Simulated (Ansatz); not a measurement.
The cluster Ti2O2. Total charge 0; triplet. Geometry PBE-D4/def2-SVP; atoms count from 1.

```csv
atom,x (Å),y (Å),z (Å)
Ti1,-1.031,0.533,-0.279
Ti2,0.846,-0.835,-0.109
O3,0.714,0.894,-0.682
O4,-0.529,-0.592,1.070
```

The charge 0 triplet is spin-contaminated (final ⟨S²⟩ up to 2.48, 2.00 for a pure state). The structure comes from a short search, and lower isomers may exist.

(1) Estimate the Mulliken populations from the PBE0/def2-TZVP orbitals of Ansatz.

(2) Where does the spin sit?

(3) And the Mayer bond orders between bonded heavy atoms (over 0.3)?

Results:

(1) 
```
atom  charge (e)  spin (α − β)  d electrons
 Ti1        0.71          0.28         2.46
 Ti2        0.80          1.80         2.49
  O3       -0.75         -0.04            –
  O4       -0.75         -0.04            –
```
Mulliken values and Mayer orders depend strongly on the basis.

(2) Summed by element: Ti 2.08, O -0.08, of 2 unpaired in all. Largest on single atoms: Ti2 1.80, Ti1 0.28, O3 -0.04.

(3) Ti1–Ti2 0.70 (2.33 Å); Ti1–O3 1.04 (1.83 Å); Ti1–O4 1.04 (1.83 Å); Ti2–O3 1.00 (1.83 Å); Ti2–O4 1.00 (1.83 Å).
